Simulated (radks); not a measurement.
Species: Eu+. Configuration: [Xe] 4f7 6s1. All-electron calculation, scalar-relativistic Kohn-Sham, BLYP, spin-unpolarised, spherical densities, point nucleus. Program: a radial shooting solver on a logarithmic mesh with Libxc functionals.

Radial electron density D(r) = 4 pi r^2 rho(r):

| r (bohr) | D(r) (e/bohr) |
|---|---|
| 0.0007987 | 2.667 |
| 0.001082 | 4.413 |
| 0.001479 | 7.302 |
| 0.002004 | 11.72 |
| 0.002716 | 18.37 |
| 0.003681 | 27.88 |
| 0.005029 | 40.91 |
| 0.006815 | 56.04 |
| 0.009237 | 71.05 |
| 0.01252 | 81.59 |
| 0.0171 | 83.40 |
| 0.02318 | 77.47 |
| 0.03141 | 74.27 |
| 0.04257 | 85.93 |
| 0.05816 | 106.7 |
| 0.07882 | 108.2 |
| 0.1068 | 88.25 |
| 0.1448 | 86.29 |
| 0.1978 | 97.66 |
| 0.2681 | 69.55 |
| 0.3633 | 40.32 |
| 0.4923 | 46.79 |
| 0.6726 | 38.32 |
| 0.9116 | 18.92 |
| 1.235 | 11.38 |
| 1.674 | 6.827 |
| 2.287 | 2.461 |
| 3.1 | 0.7578 |
| 4.201 | 0.3163 |
| 5.694 | 0.09424 |
| 7.779 | 0.01028 |
| 10.54 | 0.0003321 |

D(r) has 4 maxima, at r = 0.0154, 0.0688, 0.192, 0.529 bohr, and minima at 0.0297, 0.126, 0.381 bohr, inside which lie 1.95, 11.14, 29.30 electrons.
